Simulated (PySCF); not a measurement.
In(Me)3(OMe2), C5H15InO, singlet (GFN2-xTB optimised geometry):

```
22

In    -0.234    -0.005     0.000
C      2.005    -0.005     0.000
H      2.381    -0.802    -0.640
H      2.376    -0.179     1.010
H      2.405     0.947    -0.349
C     -1.327    -1.901     0.472
H     -1.105    -2.652    -0.286
H     -2.405    -1.747     0.511
H     -1.003    -2.288     1.437
C     -1.333     1.949     0.000
H     -0.866     2.652    -0.689
H     -1.316     2.391     0.995
H     -2.374     1.811    -0.292
C     -1.811    -0.374    -2.962
O     -0.483    -0.281    -2.502
C      0.343     0.472    -3.359
H     -1.852    -0.911    -3.917
H     -2.364    -0.926    -2.203
H     -2.256     0.619    -3.088
H     -0.046     1.488    -3.492
H      0.425    -0.013    -4.338
H      1.322     0.517    -2.886
```

Computed with PySCF 2.14.0 with PBE0/def2-SVP, def2 effective core potentials past Kr.

**Question.** What are the frontier orbital energies and the dipole moment?

**Answer.** HOMO-2 -8.34 eV, HOMO-1 -6.46 eV, HOMO -6.42 eV, LUMO 0.50 eV, LUMO+1 0.91 eV; dipole moment 3.27 D.

On the same geometry PySCF with PBE/def2-SVP, def2 effective core potentials past Kr gives HOMO-2 -6.69 eV, HOMO-1 -5.29 eV, HOMO -5.25 eV, LUMO -0.26 eV, LUMO+1 0.02 eV; dipole moment 3.18 D.
